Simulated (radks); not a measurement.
Q: The magnesium ion Mg2+, [Ne]. Method: non-relativistic Kohn-Sham, exchange-only PBE, spin-polarised, spherical densities, point nucleus; computed with a radial shooting solver on a logarithmic mesh with Libxc functionals. Every spin shell is full or empty, so the densities are truly spherical. Functionals are evaluated on that one density, not self-consistently. Rank these orbital-free kinetic functionals by their error against the exact value of the orbitals, and give that value: Thomas-Fermi, TF + vW, TF + vW/9, TF + vW/5, APBEK, Perdew 92, Pearson, LKT, PG1, DePristo-Kress, Ernzerhof.

A: Exact: 198.738 hartree. From best to worst, with 100 (|E| - |E exact|)/|E exact| (equal figures are ties): DePristo-Kress -0.02, APBEK +0.21, Ernzerhof +0.32, Perdew 92 -0.51, TF + vW/9 -0.53, Pearson -1.99, TF + vW/5 +5.40, Thomas-Fermi -7.93, PG1 +28.21, LKT +34.45, TF + vW +58.69.
